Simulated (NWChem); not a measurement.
AlF$_{2}$, doublet; SMILES [Al]([F])[F]

```xyz
3

Al     0.0000     0.0000     0.4871
F     -1.4346     0.0000    -0.3518
F      1.4346     0.0000    -0.3518
```
Atoms are numbered in this order, from 1.

All runs: NWChem. Spin-unrestricted. In the optimisation the excess spin sits in a1 (C2v, its own frame). Structure relaxed at the PBE0/def2-SVP, spin-unrestricted level. The spin multiplicity was typed, not searched, and may not be the lowest. No stability test was run on the SCF state. B3LYP is NWChem's, with the RPA form of VWN correlation. Vertical excitations in the gas phase; the lowest state need not have the same character in each row. Excited states of an open shell can be spin-contaminated.

For level B3LYP/def2-SVP, TDA:

```yaml
lowest excitation (eV): 4.26
oscillator_strength_of_that_lowest_state: 0.157
lowest empty minus highest occupied level, either spin (eV): 2.96
```

### Question
Estimate the same quantities for level PBE/def2-SVP, TDA.

### Answer
The lowest excitation (eV) is 4.11. The oscillator strength of that lowest state is 0.139 and the lowest empty minus highest occupied level, either spin (eV) is 1.62.
